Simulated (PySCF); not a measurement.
Electron correlation in Tc⁺ (technetium, charge +1)

Starting occupation: [Kr] 4d4 5s1 5p1, 4d5/2 with m_j = -1/2, +1/2, +3/2, +5/2, 5s1/2 with m_j = +1/2, 5p3/2 with m_j = +3/2. Computed with PySCF 2.14 in x2c-SVPall-2c with one added diffuse shell each of s, p, d type (7s9p7d1f, 76 functions), with X2C-1e with screened-nucleus spin-orbit coupling, Gaussian nucleus. Frozen: [Ar] 3d10; 14 electrons correlated; the 6 highest virtual spinors left out.

MP2 pair energies summed by pair of shells (mhartree):

```json
{"pair": "4d-4p", "energy": "-95.57", "share (%)": "37.6"}
{"pair": "4p-4p", "energy": "-71.28", "share (%)": "28.1"}
{"pair": "4d-4d", "energy": "-27.66", "share (%)": "10.9"}
{"pair": "4p-4s", "energy": "-15.38", "share (%)": "6.1"}
{"pair": "4p-5s", "energy": "-9.93", "share (%)": "3.9"}
{"pair": "4d-5s", "energy": "-8.92", "share (%)": "3.5"}
{"pair": "4d-5p", "energy": "-6.61", "share (%)": "2.6"}
{"pair": "4p-5p", "energy": "-6.55", "share (%)": "2.6"}
{"pair": "4d-4s", "energy": "-5.50", "share (%)": "2.2"}
{"pair": "4s-4s", "energy": "-3.41", "share (%)": "1.3"}
{"pair": "5p-5s", "energy": "-2.05", "share (%)": "0.8"}
{"pair": "4s-5s", "energy": "-0.74", "share (%)": "0.3"}
{"pair": "4s-5p", "energy": "-0.33", "share (%)": "0.1"}
```

Total MP2 correlation energy: -253.92 mhartree.

The GHF reference relaxed away from the jj start to a determinant that is no pure jj level (⟨S²⟩ = 11.96, ⟨J²⟩ = 42.03); the energies belong to that determinant.

This basis was not built for core-valence correlation, so the inner-shell part is incomplete.
